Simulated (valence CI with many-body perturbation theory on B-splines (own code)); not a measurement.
Basis-set convergence for Br²⁹⁺

Calculated by valence CI with perturbative core correlation (CI+MBPT): four valence electrons over a frozen Dirac-Fock core [He], a basis of 9 s, 9 p, 8 d, 6 f, 3 g, 1 h functions for each j, with the one-electron correlation potential Σ1 (screened to all orders), the two-electron term Σ2, the three-electron term Σ3, Breit, model QED; selected single and double excitations, second order for the rest, scaled by the run's own slope (own B-spline code, finite nucleus).

The last digits are not significant, and no measured levels were compared; by estimate large intervals hold to a few tenths of a per cent, small ones and those within an open d or f shell to about a per cent. Among the levels kept, up to 890 cm⁻¹ of a level comes from second order outside the variational space, and about a tenth of that is noise between levels of different J, which matters for small intervals.

The reference run has the lowest level (2s^2 2p1/2^2) J=0 and an ionisation energy of 3366.84 eV. Its largest variational space holds 25922 state functions.

Levels are named by their leading jj configuration (3d3/2^4 stands for four electrons in 3d with j = 3/2), which in mixed levels can hold well under half, so a name can repeat and another be missing. Letters in brackets count levels of one name in rising energy.

Changed runs:
A. basis 6 s, 6 p, 5 d, 3 f, 1 g
B. basis 5 s, 5 p, 4 d, 2 f

Excitation energies of the reference run in cm⁻¹, and shifts in cm⁻¹:

```tsv
Level	Reference	A	B
(2s^2 2p1/2 2p3/2) J=1	345055	-40	-144
(2s^2 2p1/2 2p3/2) J=2	423693	+51	+115
(2s^2 2p3/2^2) J=2	826777	+47	+106
(2s^2 2p3/2^2) J=0	1012680	+121	+399
(2s 2p1/2^2 2p3/2) J=2	1083210	-212	-682
(2s 2p1/2^2 2p3/2) J=1	1434020	+75	+259
(2s 2p1/2 2p3/2^2) J=2 [a]	1528230	-3.7	-10
(2s 2p1/2 2p3/2^2) J=3	1646720	+59	+132
(2s 2p1/2 2p3/2^2) J=0	1810850	+73	+280
(2s 2p1/2 2p3/2^2) J=1 [a]	1851860	+72	+251
(2s 2p1/2 2p3/2^2) J=2 [b]	1912410	+126	+391
(2s 2p1/2 2p3/2^2) J=1 [b]	2007290	+144	+492
Ionisation energy (eV)	3366.84	-0.02	-0.08
```
